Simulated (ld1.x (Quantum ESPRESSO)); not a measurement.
u(r) = r·R(r): atom against pseudo-atom (aluminium)

Columns: radius, all-electron u(r) and pseudo u(r) of the 3p shell (level -2.71 eV) of aluminium in the configuration [Ne] 3s2 3p1; PBE, scalar-relativistic, TM scheme, ld1.x (Quantum ESPRESSO) 7.5.

```json
{"r (bohr)": "0.135", "all-electron": "0.1082", "pseudo": "-0.0041"}
{"r (bohr)": "0.270", "all-electron": "0.1997", "pseudo": "-0.0165"}
{"r (bohr)": "0.405", "all-electron": "0.2097", "pseudo": "-0.0366"}
{"r (bohr)": "0.540", "all-electron": "0.1639", "pseudo": "-0.0640"}
{"r (bohr)": "0.675", "all-electron": "0.0897", "pseudo": "-0.0978"}
{"r (bohr)": "0.810", "all-electron": "0.0048", "pseudo": "-0.1371"}
{"r (bohr)": "0.945", "all-electron": "-0.0808", "pseudo": "-0.1807"}
{"r (bohr)": "1.080", "all-electron": "-0.1619", "pseudo": "-0.2271"}
{"r (bohr)": "1.215", "all-electron": "-0.2357", "pseudo": "-0.2751"}
{"r (bohr)": "1.350", "all-electron": "-0.3011", "pseudo": "-0.3229"}
{"r (bohr)": "1.485", "all-electron": "-0.3582", "pseudo": "-0.3689"}
{"r (bohr)": "1.620", "all-electron": "-0.4074", "pseudo": "-0.4117"}
{"r (bohr)": "1.755", "all-electron": "-0.4489", "pseudo": "-0.4499"}
{"r (bohr)": "1.890", "all-electron": "-0.4829", "pseudo": "-0.4826"}
{"r (bohr)": "2.025", "all-electron": "-0.5097", "pseudo": "-0.5093"}
{"r (bohr)": "2.160", "all-electron": "-0.5300", "pseudo": "-0.5297"}
{"r (bohr)": "2.295", "all-electron": "-0.5443", "pseudo": "-0.5442"}
{"r (bohr)": "2.430", "all-electron": "-0.5532", "pseudo": "-0.5532"}
{"r (bohr)": "2.565", "all-electron": "-0.5575", "pseudo": "-0.5575"}
{"r (bohr)": "2.700", "all-electron": "-0.5577", "pseudo": "-0.5577"}
{"r (bohr)": "2.835", "all-electron": "-0.5544", "pseudo": "-0.5544"}
{"r (bohr)": "2.970", "all-electron": "-0.5482", "pseudo": "-0.5482"}
{"r (bohr)": "3.105", "all-electron": "-0.5395", "pseudo": "-0.5395"}
{"r (bohr)": "3.240", "all-electron": "-0.5288", "pseudo": "-0.5288"}
{"r (bohr)": "3.375", "all-electron": "-0.5164", "pseudo": "-0.5164"}
{"r (bohr)": "3.510", "all-electron": "-0.5027", "pseudo": "-0.5027"}
```

Task: How many radial nodes do the two functions have?

Result: The all-electron 3p function has n − l − 1 = 1; the pseudo-wave has 0, since the states of the same l below it are removed with the core.

Task: Where does each function peak?

Result: Outermost all-electron maximum near 2.70 bohr, pseudo maximum near 2.70 bohr (to the table’s step).

Task: Is the pseudo-wave norm-conserving?

Result: Yes: the TM scheme keeps the norm inside the radius equal to the all-electron one, which fixes the energy derivative of the logarithmic derivative at the level.
